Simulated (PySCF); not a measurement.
Species: C4H7FOS.
SMILES: `C[C@@H]1C[C@H](F)[S@@]1=O`

Vertical excitations from PySCF (density fitting, frozen core in the response, grid level 2 and gas phase unless stated; continuum runs use non-equilibrium linear response for the excitations) on a GFN2-xTB geometry. Reference run:

```csv
settings,"S1, eV (f)","S2, eV (f)","S3, eV (f)","S4, eV (f)","S5, eV (f)","S6, eV (f)","T1, eV (Tamm–Dancoff)",mean α (au)
"PBE0/def2-SVPD, full TDDFT, 6 singlets",5.15 (0.028),5.39 (0.004),6.17 (0.048),6.39 (0.002),6.45 (0.012),6.90 (0.028),4.28,70.9
```

Problem. What do these settings give: HF/def2-SVPD, CIS, 3 singlets?

Solution. 
```csv
settings,"S1, eV (f)","S2, eV (f)","S3, eV (f)","S4, eV (f)","S5, eV (f)","S6, eV (f)","T1, eV (Tamm–Dancoff)",mean α (au)
"HF/def2-SVPD, CIS, 3 singlets",6.24 (0.072),6.59 (0.010),7.61 (0.114),–,–,–,–,66.3
```

S1 moves by +1.09 eV; functional and response scheme change together, so the shift can't be laid on one. States are counted by energy in each run and needn't keep their character from row to row.

Problem. Give the leading configurations of S1 (H = HOMO, L = LUMO) and the HOMO–LUMO gap of each run.

Solution. 
| settings | S1 configurations (weight) | S1 (eV) | orbital gap (eV) | S1 − gap (eV) |
| --- | --- | --- | --- | --- |
| PBE0/def2-SVPD, full TDDFT, 6 singlets | H→L 0.97 | 5.15 | 6.63 | -1.48 |
| HF/def2-SVPD, CIS, 3 singlets | H→L+1 0.43, H→L+8 0.19, H→L+7 0.11 | 6.24 | 12.07 | -5.83 |

One conformer stands for the species.
